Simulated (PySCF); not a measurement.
SMILES CSCCc1cccs1 (GFN2-xTB optimised geometry):

```
19

C     -0.247    -3.373    -2.203
S     -0.708    -1.685    -2.689
C     -2.034    -1.357    -1.483
C     -1.518    -1.131    -0.061
C     -0.592     0.033     0.000
C      0.767     0.033     0.000
C      1.324     1.333     0.000
C      0.378     2.304    -0.005
S     -1.213     1.653    -0.010
H      0.212    -3.368    -1.219
H     -1.129    -4.007    -2.214
H      0.469    -3.721    -2.939
H     -2.530    -0.458    -1.851
H     -2.732    -2.194    -1.519
H     -0.997    -2.024     0.291
H     -2.381    -0.960     0.589
H      1.359    -0.864     0.001
H      2.381     1.529     0.001
H      0.508     3.368    -0.008
```

Level of theory: PBE/def2-SVP (PySCF 2.14.0).

Task: What are the frontier orbital energies and the dipole moment?

Result: HOMO-2 -6.00 eV, HOMO-1 -5.43 eV, HOMO -4.86 eV, LUMO -0.99 eV, LUMO+1 0.22 eV; dipole moment 1.60 D.

Meta-Löwdin charges at PBE/def2-SVP: C1 -0.36, S2 0.01, C3 -0.22, C4 -0.18, C5 -0.10, C6 -0.14, C7 -0.13, C8 -0.24, S9 0.23, H10 0.11, H11 0.11, H12 0.13, H13 0.12, H14 0.10, H15 0.11, H16 0.11, H17 0.11, H18 0.12, H19 0.13.
